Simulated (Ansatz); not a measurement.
Reaction: BN2H5 (SMILES NBN) → BN2H4 (SMILES N[B]N, doublet) + H (doublet) (the B-H bond breaks)
Each species at its own B3LYP-D3(BJ)/def2-TZVP minimum (Ansatz, an electronic-structure program), one conformer.

Property: bond dissociation energy (electronic), in kJ/mol. UHF or UKS for unpaired electrons; spin-orbit terms are left out. CBS(X,Y): correlation extrapolated as X^-3, Hartree-Fock from the larger set. A bracket is a step between two methods taken in the basis named. Functionals run without relativity, which enters their misses. Double hybrids freeze cores in their MP2 part. 'core' is core correlation in cc-pwCVTZ, 'X2C' scalar relativity in cc-pVTZ-DK, both at CCSD(T). Where a partner has so few electrons that a lower coupled-cluster level is exact, that level stands in.

CCSD(T)/CBS(cc-pVTZ,cc-pVQZ) + [CCSDT(Q) - CCSD(T)]/cc-pVDZ + core + X2C (Ansatz) gives 473.9 kJ/mol.

Question: How far off this value is PBE/def2-TZVPD (Ansatz), in which direction, and which of these levels come nearer: B3LYP/def2-TZVPD, PBE0/def2-TZVPD, B2PLYP/def2-TZVPD, CCSD(T)/CBS(cc-pVTZ,cc-pVQZ) + core + X2C?

Answer: PBE gives 447.9 kJ/mol, 26.0 kJ/mol below it. Differences of the others: B3LYP/def2-TZVPD (Ansatz) -8.6; PBE0/def2-TZVPD (Ansatz) -22.5; B2PLYP/def2-TZVPD (Ansatz) -9.4; CCSD(T)/CBS(cc-pVTZ,cc-pVQZ) + core + X2C (Ansatz) 0.2 kJ/mol. Nearer than PBE: B3LYP/def2-TZVPD, PBE0/def2-TZVPD, B2PLYP/def2-TZVPD, CCSD(T)/CBS(cc-pVTZ,cc-pVQZ) + core + X2C.
